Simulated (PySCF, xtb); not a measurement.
C3H6FNSi, SMILES C#C[C@H](N)[SiH2]F.

xtb with GFN2-xTB at its own geometry gives an orbital gap of 4.25 eV and a dipole moment of 1.69 D.

The structure is a stationary point at ωB97X-D3(BJ)/def2-SVP. The structure was generated by enumeration; whether it is a known compound was not checked. One conformer was computed; it need not be the lowest.

What does PBE/def2-TZVP in PySCF give? (Estimate from the structure and the level; the computed values follow.)

gap 4.52 eV (levels -5.59 and -1.07 eV), dipole 0.83 D.
